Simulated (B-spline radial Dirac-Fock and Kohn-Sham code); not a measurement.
Z = 19 (potassium), transition energy 587 keV. Level of theory: a Dirac-Hartree-Slater potential of the neutral atom with a Latter tail (no hole, which puts coefficients of high multipoles low close above an edge), finite nucleus with surface currents; a radial finite-basis atomic code. Subshells that would emit electrons below 1 keV are left out.

Question: A pure transition shows α(K) = 0.00122, L1/L2 = 72.1 and L1/L3 = 135. What is its multipolarity?
A. E2
B. M3
C. M4
D. M1
E. E3
F. M2
G. E1
H. E4

Answer: B. For comparison, α(K), L1/L2, L1/L3 are E1 0.000102, 311, 140; E2 0.000321, 138, 112; E3 0.000902, 64.4, 76.6; E4 0.00244, 35.1, 51.3; M1 0.000156, 208, 275; M2 0.000446, 115, 250; M4 0.00329, 49.6, 70.5.

Values without a named source are computed, but for edge energies of neutral atoms, which are taken from tables.
